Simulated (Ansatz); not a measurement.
Input file:

```yaml
crystal:
  periodic: [false, false, false]
  atoms:
    - { symbol: W, position_ang: [-0.223719, 0.270494, 0.013698] }
    - { symbol: H, position_ang: [0.604586, 0.023331, 1.411569] }
    - { symbol: H, position_ang: [1.383181, -0.10819, 0.058533] }
    - { symbol: Cl, position_ang: [0.310848, 2.509922, 0.265202] }
    - { symbol: F, position_ang: [-1.955054, -0.474076, 0.156181] }
    - { symbol: H, position_ang: [0.169417, -1.298846, 0.407809] }
    - { symbol: H, position_ang: [0.480443, -0.252635, -1.413293] }
basis:
  gaussian: { orbitals: def2-SVP }
hamiltonian:
  xc: hf
md:
  timestep: 0.5
  n_steps: 200
  ensemble: nve
  temperature: 100.0
  initial_velocities: maxwell_boltzmann
  seed: 6835
```

Command:

```bash
$ ansatz run input.yaml --threads 1 --pin off --max-ram 2048MiB --backend cpu --events-out ev --progress --plain --runs-dir out
```

Hardware: 1 thread of Intel(R) Xeon(R) Platinum 8488C (Sapphire Rapids) (shared host).

**Question.** Roughly how long does this run take, and how much memory?

**Answer.** 4.9 min, with a peak of 0.16 GiB, for 201 ionic steps.
